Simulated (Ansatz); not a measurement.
Compare A (`N#CCBr`) with its isomer B (`N=C=CBr`).

Computed with Ansatz on PBE0-D4/def2-TZVP structures; ΔE is electronic, products minus reactants. CCSD(T)/CBS is the MP2 limit (def2-TZVPP, def2-QZVPP) plus CCSD(T) − MP2 in def2-TZVPP, frozen cores. Functionals use def2-TZVPP. B3LYP here is the variant with VWN-RPA as its local correlation; programs differ in this. For Br outer-core shells are correlated without core-valence functions, which leaves a few kJ/mol of doubt a bond. Scalar relativity is left out up to krypton. One conformer a species, not always the lowest.

A:

```xyz
6

N     1.582    0.672   -1.325
C     0.723    0.373   -0.623
C    -0.366    0.021    0.258
Br   -0.310   -1.859    0.734
H    -1.323    0.202   -0.227
H    -0.307    0.590    1.183
```

B:

```xyz
6

N    -1.496    0.525   -0.441
C    -0.379    0.104   -0.207
C     0.770   -0.473    0.016
Br    1.224   -1.068    1.742
H    -1.627    1.531   -0.353
H     1.508   -0.620   -0.757
```

(1) Which isomer does CCSD(T)/CBS put lower? Give the gap. (Best estimate.)

(2) Give E(B) − E(A) in kcal/mol with CCSD/def2-TZVPP, BLYP-D4, PBE-D4, ωB97M-V, B3LYP-D4, r2SCAN-D4, HF/def2-TZVPP. (Best estimate.)

(3) Does the order hold for the free energy at 298.15 K (harmonic terms from PBE0-D4)? (Best estimate.)

Largest T1 diagnostic: 0.012.

Results:

(1) The calculation gave: A, by 25.9 kcal/mol.

(2) The calculation gave: CCSD/def2-TZVPP 27.6, BLYP-D4 19.7, PBE-D4 18.1, ωB97M-V 23.5, B3LYP-D4 21.1, r2SCAN-D4 19.6, HF/def2-TZVPP 28.9. None reverses the order clearly.

(3) Computed: Yes: G(B) − G(A) = +25.3 kcal/mol, for one conformer each.

At CCSD(T), def2-SVP lies +2.4 kcal/mol from the extrapolated value and def2-TZVPP +0.8 kcal/mol. From BLYP to BHLYP (50 % exact exchange), in def2-TZVPP and without D4, E(B) − E(A) moves by +4.0 kcal/mol.
